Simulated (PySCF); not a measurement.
# Löwdin shares of the frontier orbitals

Species: C4H3ClF3O (charge +1).
Cartesian coordinates in Å at the GFN2-xTB level; atoms count from 1:
```xyz
12
C4H3ClF3O angstrom
O      1.1819    2.3885   -0.7289
C      1.1085    1.3552   -0.3123
C      1.1413    0.0177    0.1381
Cl     1.6318   -0.5969   -1.5489
C     -0.1423   -0.5982    0.6899
C     -1.3611   -0.2333   -0.1751
F     -1.2806    1.0772   -0.5104
F     -1.3932   -0.9144   -1.3126
F     -2.4903   -0.4235    0.4730
H      1.9815   -0.1555    0.8279
H     -0.3291   -0.2303    1.7046
H     -0.0472   -1.6871    0.7286
```

Method: PySCF 2.14.0, density-fitted response routines, TDDFT PBE0/def2-SVPD, vertical, gas phase, core orbitals frozen in the response.

Kohn–Sham orbitals with the atoms that hold most of them (Löwdin shares over 4%, at most four atoms; ? is withheld):

| orbital | ε (eV) | atoms |
| --- | --- | --- |
| LUMO+2 | -5.67 | Cl4 33%, C3 31%, C2 14%, O1 10% |
| LUMO+1 | -8.15 | C2 43%, O1 32%, C3 10%, H10 5% |
| LUMO | -8.51 | C2 34%, Cl4 29%, O1 22%, C3 10% |
| HOMO | -14.90 | ? |
| HOMO-1 | -15.20 | ? |
| HOMO-2 | -16.02 | C5 22%, F8 20%, F9 18%, C6 13% |
| HOMO-3 | -16.57 | F8 40%, F9 39%, F7 19% |

(1) Which atoms hold the HOMO-1, and with what shares?

(2) Which atoms hold the HOMO, and with what shares?

(3) How does S1 compare with the orbital gap of 6.39 eV?

(4) One configuration dominates each of S1, S2, S3, S4, S5 and S6. Which, and how do the shares of the two leading atoms of either orbital change from the occupied to the empty one?

## Answers

(1) Cl4 (bonded to C) 81%; C3 (bonded to 2 C, Cl and H) 7%; O1 (bonded to C) 5%; C2 (bonded to C and O) 4%. By element: chlorine 81%, carbon 11% or more, oxygen 5%.

(2) Cl4 (bonded to C) 78%; C3 (bonded to 2 C, Cl and H) 8%; F8 (bonded to C) 4%.

(3) S1 is at 4.78 eV (f = 0.0000), 1.61 eV below the gap, made of HOMO→LUMO (98%). 

(4) 
- S1 (4.78 eV, f 0.0000), HOMO→LUMO (98%): Cl4 78% → 29%, C3 8% → 10%, C2 at most 4% → 34%
- S2 (5.15 eV, f 0.020), HOMO-1→LUMO (96%): Cl4 81% → 29%, C3 7% → 10%, C2 4% → 34%
- S3 (5.44 eV, f 0.0049), HOMO→LUMO+1 (99%): Cl4 78% → at most 5%, C3 8% → 10%, C2 at most 4% → 43%, O1 at most 4% → 32%
- S4 (5.58 eV, f 0.0011), HOMO-1→LUMO+1 (99%): Cl4 81% → at most 5%, C3 7% → 10%, C2 4% → 43%, O1 5% → 32%
- S5 (6.33 eV, f 0.0043), HOMO-2→LUMO (98%): C5 22% → at most 5%, F8 20% → at most 5%, C2 at most 13% → 34%, Cl4 at most 13% → 29%
- S6 (6.66 eV, f 0.0078), HOMO-2→LUMO+1 (97%): C5 22% → at most 5%, F8 20% → at most 5%, C2 at most 13% → 43%, O1 at most 13% → 32%

Löwdin shares depend on the basis, the more so with diffuse functions.

One conformer stands for the species.
